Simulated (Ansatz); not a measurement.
Computed with Ansatz on PBE0-D4/def2-TZVP structures; ΔE is electronic, products minus reactants. CCSD(T)/CBS is the MP2 limit (def2-TZVPP, def2-QZVPP) plus CCSD(T) − MP2 in def2-TZVPP, frozen cores. For Ga outer-core shells are correlated without core-valence functions, which leaves a few kJ/mol of doubt a bond. Scalar relativity is left out up to krypton. One conformer a species, not always the lowest.

`[CH3][Ga]([CH3])[CH]=O` + `FCS` → `CSCF` + `[CH3][GaH][CH]=O`  (substitution at a C–Ga bond)

`[CH3][Ga]([CH3])[CH]=O`:

```xyz
12

C    -1.326   -0.209    1.389
Ga   -0.025    0.123   -0.050
C     0.329   -1.092   -1.557
C     1.216    1.708    0.170
O     2.223    1.453    0.795
H    -1.828   -1.171    1.279
H    -2.083    0.579    1.408
H    -0.817   -0.186    2.356
H     1.395   -1.329   -1.598
H    -0.237   -2.022   -1.480
H     0.072   -0.608   -2.504
H     1.081    2.754   -0.207
```

`FCS`:

Cartesian coordinates in Å:
```
F 1.092 1.063 -0.114
C -0.131 0.455 0.033
S -0.016 -1.200 0.702
H -0.624 0.445 -0.940
H -0.722 1.032 0.747
H 0.401 -1.795 -0.427
```

`CSCF`:

Cartesian coordinates in Å:
```
C -0.751 0.951 0.649
S 0.976 0.622 0.269
C 0.802 -0.877 -0.669
F 0.457 -1.967 0.106
H -1.331 1.103 -0.262
H -1.179 0.140 1.237
H -0.776 1.867 1.240
H 1.770 -1.074 -1.134
H 0.031 -0.764 -1.436
```

`[CH3][GaH][CH]=O`:

Cartesian coordinates in Å:
```
C -0.408 -0.399 1.433
Ga 0.250 0.739 -0.025
C 0.463 -0.092 -1.854
O -0.588 -0.230 -2.440
H -0.918 0.178 2.205
H -1.085 -1.162 1.044
H 0.436 -0.917 1.900
H 0.445 2.294 0.102
H 1.404 -0.410 -2.366
```

```tsv
species	CCSD(T)/CBS(def2) energy (Eh)
`[CH3][Ga]([CH3])[CH]=O`	-2117.46109
`FCS`	-537.40796
`CSCF`	-576.66859
`[CH3][GaH][CH]=O`	-2078.18542
```

Question: Work out ΔE.

Answer: ΔE = (-576.66859) + (-2078.18542) − (-2117.46109) − (-537.40796) = 0.01504 Eh = +39.5 kJ/mol.

Largest T1 diagnostic among the species: 0.015.

In def2-TZVPP, CCSD(T) changes the Hartree–Fock value by +9.4 kJ/mol (the triples alone add −0.0 kJ/mol) and MP2 by +10.5 kJ/mol.
